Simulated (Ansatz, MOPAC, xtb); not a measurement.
Pair of molecules: H3NSe (SMILES N[SeH]) (first 5 atoms) with HF (SMILES F); geometry from B3LYP-D3(BJ)/def2-TZVP, rigid monomers moved along the line of their centres of mass till N1···H7 is 2.34 Å.
(charge 0, multiplicity 1):
| atom | x (Å) | y (Å) | z (Å) |
|---|---|---|---|
| N | -1.0014 | 0.6000 | 0.7596 |
| Se | -0.2006 | -0.9469 | 0.0494 |
| H | -0.8263 | 1.3977 | 0.1597 |
| H | -2.0012 | 0.4682 | 0.8594 |
| H | -0.9287 | -0.9973 | -1.2400 |
| F | 0.1600 | 1.3718 | 3.7356 |
| H | -0.2370 | 1.2278 | 2.8774 |

Interaction energies are E(AB) − E(A) − E(B) at the monomers' geometry in the complex; basis-set methods are counterpoise corrected.

The state reached by PM6 isn't checked.

Codes used: Ansatz (a quantum-chemistry and plane-wave program); MOPAC for PM6 (differences of heats of formation); xtb for the GFN methods. Values without a source in brackets are computed.

Give the interaction energy at the level PBE/def2-TZVPPD.

-6.9 kcal/mol

Estimate the interaction energy that PM6 returns for this input.

-3.5 kcal/mol

Estimate the interaction energy that GFN2-xTB returns for this input.

-4.4 kcal/mol
